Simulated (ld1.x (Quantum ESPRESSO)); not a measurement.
magnesium: one change to a TM potential, before and after

```json
{"Element": "magnesium (Mg)", "Generator": "ld1.x (Quantum ESPRESSO) 7.5", "Type": "norm-conserving Troullier–Martins (Kleinman–Bylander form)", "Functional": "PBE", "Relativity": "scalar-relativistic", "Frozen core": "[Ne]", "Valence charge": "2", "Reference configuration": "3s0.5 3p0 (charge +1.5)", "Partial waves": "3p (bound, empty): rc 2.60 bohr; 3s (bound): rc 2.05 bohr", "Local potential": "the s channel", "Core correction": "Bessel-smoothed model core, default radius (core density twice the valence density)"}
```

All-electron outer shells of the reference configuration (PBE, scalar-relativistic, ld1.x):

```json
{"shell": "3s", "level (eV)": "-15.01", "outermost node (bohr)": "0.89", "outermost maximum (bohr)": "2.26"}
{"shell": "3p", "level (eV)": "-10.24", "outermost node (bohr)": "0.93", "outermost maximum (bohr)": "2.73"}
```

Change: reference 3s1.5 3p0.5.

Cutoffs: the cutoffs (Ry, on a coarse ladder) from which the occupation-weighted sum of valence levels, in a spherical-Bessel basis at the reference potential, stays within 10 and 1 mRy of its value at 400 Ry; they do not see the model core or the augmentation charge, which bear on the density cutoff. Errors are all-electron minus pseudo energies relative to the spin-unpolarised reference configuration.

**Question.** What does the change do?

**Answer.** The potential gets harder (6 Ry and 10 Ry → 6 Ry and 18 Ry); neither file shows a bound ghost.

```csv
quantity,base,changed
"cutoff, loose",6 Ry,6 Ry
"cutoff, tight",10 Ry,18 Ry
bound ghosts,none,none
"largest error over its own tests, meV",+15,+46
s: phases at 2.85 bohr within 0.05 rad from the reference energy up to (Ry; the scan ends near 5),1.4,2.1
p: phases at 2.85 bohr within 0.05 rad from the reference energy up to (Ry; the scan ends near 5),0.4,0.2
```
